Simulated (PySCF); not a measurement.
Continuum solvent and chemical shifts

Molfile (atoms numbered from 1):
```
C7H19NP
     RDKit          3D

 28 27  0  0  0  0  0  0  0  0999 V2000
    1.2022    2.1141    1.2650 C   0  0  0  0  0  0  0  0  0  0  0  0
    1.4257    1.1003    0.1580 C   0  0  0  0  0  0  0  0  0  0  0  0
    0.5418   -0.0694    0.2190 N   0  0  0  0  0  0  0  0  0  0  0  0
    0.9764   -1.1761    1.0834 C   0  0  0  0  0  0  0  0  0  0  0  0
    1.9331   -2.1287    0.3934 C   0  0  0  0  0  0  0  0  0  0  0  0
   -1.0279   -0.0232   -0.2870 P   0  0  0  0  0  0  0  0  0  0  0  0
   -1.2065    1.2691   -1.5184 C   0  0  0  0  0  0  0  0  0  0  0  0
   -2.2031    0.2939    1.0453 C   0  0  0  0  0  0  0  0  0  0  0  0
   -1.4660   -1.5991   -1.0343 C   0  0  0  0  0  0  0  0  0  0  0  0
    1.9553    2.9135    1.2097 H   0  0  0  0  0  0  0  0  0  0  0  0
    1.2831    1.6507    2.2599 H   0  0  0  0  0  0  0  0  0  0  0  0
    0.2120    2.5918    1.1921 H   0  0  0  0  0  0  0  0  0  0  0  0
    2.4541    0.7103    0.1955 H   0  0  0  0  0  0  0  0  0  0  0  0
    1.3369    1.5730   -0.8317 H   0  0  0  0  0  0  0  0  0  0  0  0
    1.4379   -0.7438    1.9865 H   0  0  0  0  0  0  0  0  0  0  0  0
    0.0923   -1.7234    1.4518 H   0  0  0  0  0  0  0  0  0  0  0  0
    1.4601   -2.6205   -0.4694 H   0  0  0  0  0  0  0  0  0  0  0  0
    2.8306   -1.6044    0.0333 H   0  0  0  0  0  0  0  0  0  0  0  0
    2.2641   -2.9097    1.0933 H   0  0  0  0  0  0  0  0  0  0  0  0
   -0.9955    2.2558   -1.0832 H   0  0  0  0  0  0  0  0  0  0  0  0
   -2.2445    1.2595   -1.8826 H   0  0  0  0  0  0  0  0  0  0  0  0
   -0.5265    1.0821   -2.3616 H   0  0  0  0  0  0  0  0  0  0  0  0
   -3.2349    0.2655    0.6642 H   0  0  0  0  0  0  0  0  0  0  0  0
   -2.0021    1.2812    1.4853 H   0  0  0  0  0  0  0  0  0  0  0  0
   -2.0924   -0.4709    1.8279 H   0  0  0  0  0  0  0  0  0  0  0  0
   -0.8115   -1.7875   -1.8970 H   0  0  0  0  0  0  0  0  0  0  0  0
   -2.5150   -1.5688   -1.3643 H   0  0  0  0  0  0  0  0  0  0  0  0
   -1.3507   -2.4161   -0.3080 H   0  0  0  0  0  0  0  0  0  0  0  0
  1  2  1  0
  2  3  1  0
  3  4  1  0
  4  5  1  0
  3  6  1  0
  6  7  1  0
  6  8  1  0
  6  9  1  0
  1 10  1  0
  1 11  1  0
  1 12  1  0
  2 13  1  0
  2 14  1  0
  4 15  1  0
  4 16  1  0
  5 17  1  0
  5 18  1  0
  5 19  1  0
  7 20  1  0
  7 21  1  0
  7 22  1  0
  8 23  1  0
  8 24  1  0
  8 25  1  0
  9 26  1  0
  9 27  1  0
  9 28  1  0
M  CHG  1   6   1
M  END
```

GIAO PBE0/pcSseg-1 in PySCF 2.14.0 with density-fitted response routines on one PBE0-D3(BJ)/def2-SVP conformer, non-relativistic, equivalent nuclei averaged. Solvents enter as an IEF-PCM continuum (dichloromethane with ε = 8.9, acetonitrile with ε = 35.7) around the gas-phase geometry. Shifts are referred to TMS computed in the same medium.

Gas phase, δ in ppm: C2/C4 42.9, C1/C5 15.3, C7/C8/C9 13.1, H13/H14/H15/H16 2.85, H20/H21/H22/H23/H24/H25/H26/H27/H28 1.79, H10/H11/H12/H17/H18/H19 1.27. Dipole moment 2.86 D.

(1) How does each δ change in the continuum?

(2) Which nuclei move most (in ppm), and what does the model miss?

## Answers

(1) 
```json
{"atoms": "C2/C4", "environment": "sp3 CH2 bonded to N", "Δδ, dichloromethane": "+0.2", "Δδ, acetonitrile": "+0.3"}
{"atoms": "C1/C5", "environment": "methyl carbon", "Δδ, dichloromethane": "+0.2", "Δδ, acetonitrile": "+0.2"}
{"atoms": "C7/C8/C9", "environment": "methyl carbon bonded to P", "Δδ, dichloromethane": "+0.5", "Δδ, acetonitrile": "+0.6"}
{"atoms": "H13/H14/H15/H16", "environment": "hydrogen on an sp3 CH2 bonded to N", "Δδ, dichloromethane": "+0.08", "Δδ, acetonitrile": "+0.09"}
{"atoms": "H20/H21/H22/H23/H24/H25/H26/H27/H28", "environment": "hydrogen on a methyl carbon bonded to P", "Δδ, dichloromethane": "+0.02", "Δδ, acetonitrile": "+0.03"}
{"atoms": "H10/H11/H12/H17/H18/H19", "environment": "hydrogen on a methyl carbon", "Δδ, dichloromethane": "-0.14", "Δδ, acetonitrile": "-0.16"}
```

Changes are relative to the gas phase. The dipole moment becomes 3.64 D in dichloromethane, 3.78 D in acetonitrile.

(2) C7/C8/C9 (methyl carbon bonded to P, +0.6 ppm) in acetonitrile. A continuum only polarises the solute; specific hydrogen bonds, the anisotropy of aromatic solvents and changes of geometry or conformer are outside it, as are counter-ions.
